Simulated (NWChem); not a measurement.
All runs are NWChem calculations. System: C₄H₈Si, charge 0, spin multiplicity 1, at a geometry optimised with B3LYP/def2-SVP. The structure started from a generated list of species. Level: TPSS/def2-SVP.

The NWChem input:

```
start mol
memory heap 200 mb stack 800 mb global 1000 mb
geometry units angstroms nocenter noautoz
  C     -2.903328     0.704604     0.000000
  C     -1.890332     0.037866     0.000000
  C     -0.647682    -0.720404     0.000000
  Si     0.908513     0.393901     0.000000
  C      2.466815    -0.670638     0.000000
  H     -3.805779     1.285541     0.000000
  H     -0.599754    -1.381322     0.884560
  H     -0.599754    -1.381322    -0.884560
  H      0.872889     1.262863    -1.212297
  H      0.872889     1.262863     1.212297
  H      2.508977    -1.316745    -0.892052
  H      3.369539    -0.038323     0.000000
  H      2.508977    -1.316745     0.892052
  symmetry group Cs
end
basis spherical
  * library def2-svp
end
dft
  xc xtpss03 ctpss03
  semidirect memsize 60000000 filesize 0
  iterations 100
  grid fine
end
task dft energy
```

NWChem printed:

```
             Northwest Computational Chemistry Package (NWChem) 7.3.0
             --------------------------------------------------------

                                NWChem Input Module
                                -------------------

 Scaling coordinates for geometry "geometry" by  1.889725989
 (inverse scale =  0.529177249)

 Turning off AUTOSYM since
 SYMMETRY directive was detected!

                             Geometry "geometry" -> ""
                             -------------------------

 Output coordinates in angstroms (scale by  1.889725989 to convert to a.u.)

  No.       Tag          Charge          X              Y              Z
 ---- ---------------- ---------- -------------- -------------- --------------
    1 C                    6.0000    -2.90332800     0.70460400     0.00000000
    2 C                    6.0000    -1.89033200     0.03786600     0.00000000
    3 C                    6.0000    -0.64768200    -0.72040400     0.00000000
    4 Si                  14.0000     0.90851300     0.39390100     0.00000000
    5 C                    6.0000     2.46681500    -0.67063800     0.00000000
    6 H                    1.0000    -3.80577900     1.28554100     0.00000000
    7 H                    1.0000    -0.59975400    -1.38132200     0.88456000
    8 H                    1.0000    -0.59975400    -1.38132200    -0.88456000
    9 H                    1.0000     0.87288900     1.26286300    -1.21229700
   10 H                    1.0000     0.87288900     1.26286300     1.21229700
   11 H                    1.0000     2.50897700    -1.31674500    -0.89205200
   12 H                    1.0000     3.36953900    -0.03832300     0.00000000
   13 H                    1.0000     2.50897700    -1.31674500     0.89205200

 Effective nuclear repulsion energy (a.u.)     196.1646758497

            Nuclear Dipole moment (a.u.)
            ----------------------------
        X                 Y               Z
 ---------------- ---------------- ----------------
     0.0000075589    -0.0000151178     0.0000000000

      Symmetry information
      --------------------

 Group name             Cs
 Group number              2
 Group order               2
 No. of unique centers    10

      Symmetry unique atoms

     1    2    3    4    5    6    7    9   11   12


 Summary of "ao basis" -> "" (spherical)
 ------------------------------------------------------------------------------
       Tag                 Description            Shells   Functions and Types
 ---------------- ------------------------------  ------  ---------------------
 *                          def2-svp                  on all atoms

                                 NWChem DFT Module
                                 -----------------

 Summary of "ao basis" -> "ao basis" (spherical)
 ------------------------------------------------------------------------------
       Tag                 Description            Shells   Functions and Types
 ---------------- ------------------------------  ------  ---------------------
 C                          def2-svp                 6       14   3s2p1d
 Si                         def2-svp                 8       18   4s3p1d
 H                          def2-svp                 3        5   2s1p

 Summary of "ao basis" -> "ao basis" (spherical)
 ------------------------------------------------------------------------------
       Tag                 Description            Shells   Functions and Types
 ---------------- ------------------------------  ------  ---------------------
 C                          def2-svp                 6       14   3s2p1d
 Si                         def2-svp                 8       18   4s3p1d
 H                          def2-svp                 3        5   2s1p

      Symmetry analysis of basis
      --------------------------

        a'         76
        a"         38

            General Information
            -------------------
          SCF calculation type: DFT
          Wavefunction type:  closed shell.
          No. of atoms     :    13
          No. of electrons :    46
           Alpha electrons :    23
            Beta electrons :    23
          Charge           :     0
          Spin multiplicity:     1
          Use of symmetry is: on ; symmetry adaption is: on
          Maximum number of iterations: 100
          AO basis - number of functions:   114
                     number of shells:    56
          Convergence on energy requested:  1.00D-06
          Convergence on density requested:  1.00D-05
          Convergence on gradient requested:  5.00D-04

              XC Information
              --------------
                  TPSS metaGGA Exchange Functional  1.000
             TPSS03 metaGGA Correlation Functional  1.000

             Grid Information
             ----------------
          Grid used for XC integration:  fine
          Radial quadrature: Mura-Knowles
          Angular quadrature: Lebedev.
          Tag              B.-S. Rad. Rad. Pts. Rad. Cut. Ang. Pts.
          ---              ---------- --------- --------- ---------
          C                   0.70       70          15.0       590
          Si                  1.10      123          12.0       770
          H                   0.35       60          15.0       590
          Grid pruning is: on
          Number of quadrature shells:   703
          Spatial weights used:  Erf1

          Convergence Information
          -----------------------
          Convergence aids based upon iterative change in
          total energy or number of iterations.
          Levelshifting, if invoked, occurs when the
          HOMO/LUMO gap drops below (HL_TOL):  1.00D-02
          DIIS, if invoked, will attempt to extrapolate
          using up to (NFOCK): 10 stored Fock matrices.

                    Damping( 0%)  Levelshifting(0.5)       DIIS
                  --------------- ------------------- ---------------
          dE  on:    start            ASAP                start
          dE off:    2 iters        100 iters           100 iters

      Screening Tolerance Information
      -------------------------------
          Density screening/tol_rho:  1.00D-10
          AO Gaussian exp screening on grid/accAOfunc:  14
          CD Gaussian exp screening on grid/accCDfunc:  20
          XC Gaussian exp screening on grid/accXCfunc:  20
          Schwarz screening/accCoul:  1.00D-08

      Superposition of Atomic Density Guess
      -------------------------------------

 Sum of atomic energies:        -443.23201852

      Non-variational initial energy
      ------------------------------

 Total energy =    -446.035711
 1-e energy   =    -994.956384
 2-e energy   =     352.755997
 HOMO         =      -0.306557
 LUMO         =       0.054951

      Symmetry analysis of molecular orbitals - initial
      -------------------------------------------------

  Numbering of irreducible representations:

     1 a'          2 a"

  Orbital symmetries:

     1 a'          2 a'          3 a'          4 a'          5 a'
     6 a'          7 a'          8 a"          9 a'         10 a'
    11 a'         12 a'         13 a'         14 a'         15 a"
    16 a'         17 a'         18 a"         19 a'         20 a"
    21 a'         22 a"         23 a'         24 a'         25 a"
    26 a'         27 a'         28 a"         29 a'         30 a'
    31 a'         32 a'         33 a"

------------------------------------------------------------
EAF file 0: "./mol.aoints.0" size=524288 bytes
------------------------------------------------------------
               write      read    awrite     aread      wait
               -----      ----    ------     -----      ----
     calls:        1         0         0         0         0
   data(b): 5.24e+05  0.00e+00  0.00e+00  0.00e+00
   time(s): 0.00e+00  0.00e+00  0.00e+00  0.00e+00  0.00e+00
rate(mb/s): 0.00e+00  0.00e+00
------------------------------------------------------------

 Grid integrated density:      46.000007748865
 Requested integration accuracy:   0.10E-06

   convergence    iter        energy       DeltaE   RMS-Dens  Diis-err    time
 ---------------- ----- ----------------- --------- --------- ---------  ------
 d= 0,ls=0.0,diis     1   -446.4740942497 -6.43D+02  1.09D-02  3.55D-01     2.8
 Grid integrated density:      46.000006944467
 Requested integration accuracy:   0.10E-06
 d= 0,ls=0.0,diis     2   -446.5010344794 -2.69D-02  5.25D-03  1.64D-01     3.7
 Grid integrated density:      46.000006398826
 Requested integration accuracy:   0.10E-06
 d= 0,ls=0.0,diis     3   -446.4831786828  1.79D-02  3.29D-03  3.03D-01     4.8
 Grid integrated density:      46.000006359919
 Requested integration accuracy:   0.10E-06
 d= 0,ls=0.0,diis     4   -446.5227167486 -3.95D-02  7.46D-04  1.35D-02     5.8
 Grid integrated density:      46.000006432903
 Requested integration accuracy:   0.10E-06
 d= 0,ls=0.0,diis     5   -446.5244803775 -1.76D-03  1.42D-04  2.61D-04     7.0
 Grid integrated density:      46.000006428640
 Requested integration accuracy:   0.10E-06
  Resetting Diis
 d= 0,ls=0.0,diis     6   -446.5245104071 -3.00D-05  5.16D-05  3.82D-05     7.9
 Grid integrated density:      46.000006425987
 Requested integration accuracy:   0.10E-06
 d= 0,ls=0.0,diis     7   -446.5245160785 -5.67D-06  1.71D-05  7.74D-07     8.9
 Grid integrated density:      46.000006427105
 Requested integration accuracy:   0.10E-06
 d= 0,ls=0.0,diis     8   -446.5245159924  8.61D-08  9.42D-06  1.33D-06     9.9

         Total DFT energy =     -446.524515992404
      One electron energy =     -999.961554996536
           Coulomb energy =      402.840877081293
    Exchange-Corr. energy =      -45.568513926880
 Nuclear repulsion energy =      196.164675849719

 Numeric. integr. density =       46.000006427105

     Total iterative time =      9.5s

                  Occupations of the irreducible representations
                  ----------------------------------------------

                     irrep           alpha         beta
                     --------     --------     --------
                     a'               18.0         18.0
                     a"                5.0          5.0

                       DFT Final Molecular Orbital Analysis
                       ------------------------------------

 Vector   21  Occ=2.000000D+00  E=-2.946672D-01  Symmetry=a'
              MO Center=  1.7D+00, -3.0D-02, -2.4D-15, r^2= 2.7D+00
   Bfn.  Coefficient  Atom+Function         Bfn.  Coefficient  Atom+Function
  ----- ------------  ---------------      ----- ------------  ---------------
    64      0.311356   5 C  px               65     -0.256963   5 C  py
    51      0.235102   4 Si py               67      0.176218   5 C  px
    90      0.176675   9 H  s                95      0.176675  10 H  s
    54      0.159926   4 Si py               50     -0.158782   4 Si px
    68     -0.135935   5 C  py               48     -0.132397   4 Si py

 Vector   22  Occ=2.000000D+00  E=-2.332533D-01  Symmetry=a"
              MO Center= -2.3D+00,  2.7D-01, -1.2D-15, r^2= 1.8D+00
   Bfn.  Coefficient  Atom+Function         Bfn.  Coefficient  Atom+Function
  ----- ------------  ---------------      ----- ------------  ---------------
     6      0.426889   1 C  pz               20      0.404315   2 C  pz
     9      0.256727   1 C  pz               23      0.235708   2 C  pz
    80     -0.129769   7 H  s                85      0.129769   8 H  s
    34     -0.110014   3 C  pz               81     -0.087074   7 H  s
    86      0.087074   8 H  s                37     -0.045543   3 C  pz

 Vector   23  Occ=2.000000D+00  E=-2.223248D-01  Symmetry=a'
              MO Center= -1.9D+00,  2.6D-01,  7.4D-16, r^2= 3.0D+00
   Bfn.  Coefficient  Atom+Function         Bfn.  Coefficient  Atom+Function
  ----- ------------  ---------------      ----- ------------  ---------------
     5      0.350902   1 C  py               19      0.290704   2 C  py
     4      0.224681   1 C  px                8      0.207128   1 C  py
    18      0.202757   2 C  px               21      0.165197   2 C  px
     7      0.160757   1 C  px               33     -0.150770   3 C  py
    22      0.143365   2 C  py               31     -0.139630   3 C  s

 Vector   24  Occ=0.000000D+00  E= 1.939217D-02  Symmetry=a'
              MO Center= -1.1D+00,  2.0D-01, -8.9D-15, r^2= 5.8D+00
   Bfn.  Coefficient  Atom+Function         Bfn.  Coefficient  Atom+Function
  ----- ------------  ---------------      ----- ------------  ---------------
    63      0.805343   5 C  s                54      0.760692   4 Si py
     8     -0.495825   1 C  py               46     -0.405501   4 Si s
    21      0.387619   2 C  px               22      0.353065   2 C  py
    19      0.319943   2 C  py                5     -0.307703   1 C  py
   106     -0.308179  12 H  s                 7     -0.235525   1 C  px

 Vector   25  Occ=0.000000D+00  E= 2.201266D-02  Symmetry=a"
              MO Center= -2.0D+00,  6.1D-02,  1.9D-14, r^2= 3.4D+00
   Bfn.  Coefficient  Atom+Function         Bfn.  Coefficient  Atom+Function
  ----- ------------  ---------------      ----- ------------  ---------------
     9      0.625488   1 C  pz               23     -0.583520   2 C  pz
    81      0.520677   7 H  s                86     -0.520677   8 H  s
    20     -0.417913   2 C  pz                6      0.398992   1 C  pz
    37     -0.305039   3 C  pz               55      0.162321   4 Si pz
    80      0.158022   7 H  s                85     -0.158022   8 H  s

 Vector   26  Occ=0.000000D+00  E= 3.410872D-02  Symmetry=a'
              MO Center=  7.9D-01, -6.7D-01, -1.1D-14, r^2= 7.4D+00
   Bfn.  Coefficient  Atom+Function         Bfn.  Coefficient  Atom+Function
  ----- ------------  ---------------      ----- ------------  ---------------
    63      1.872278   5 C  s                31      1.382595   3 C  s
   101     -0.704673  11 H  s               111     -0.704673  13 H  s
    54      0.689161   4 Si py               81     -0.669447   7 H  s
    86     -0.669447   8 H  s               106     -0.523449  12 H  s
    46     -0.406483   4 Si s                45      0.360608   4 Si s

 center of mass
 --------------
 x =  -0.11487747 y =   0.03600900 z =   0.00000000

 moments of inertia (a.u.)
 ------------------
         143.827405052234         133.483392110080           0.000000000000
         133.483392110080        1042.758486471738           0.000000000000
           0.000000000000           0.000000000000        1142.708699400725

     Multipole analysis of the density
     ---------------------------------

     L   x y z        total         alpha         beta         nuclear
     -   - - -        -----         -----         ----         -------
     0   0 0 0     -0.000000    -23.000000    -23.000000     46.000000

     1   1 0 0      0.426232      0.213112      0.213112      0.000008
     1   0 1 0     -0.359318     -0.179651     -0.179651     -0.000015
     1   0 0 1     -0.000000     -0.000000     -0.000000      0.000000

     2   2 0 0    -27.901705   -305.475618   -305.475618    583.049531
     2   1 1 0     -1.681869     39.489659     39.489659    -80.661186
     2   1 0 1      0.000000      0.000000      0.000000      0.000000
     2   0 2 0    -28.947910    -55.718864    -55.718864     82.489819
     2   0 1 1      0.000000      0.000000      0.000000      0.000000
     2   0 0 2    -30.019694    -25.893977    -25.893977     21.768259

 Task  times  cpu:        9.9s     wall:        9.9s

 Total times  cpu:        9.9s     wall:        9.9s
```
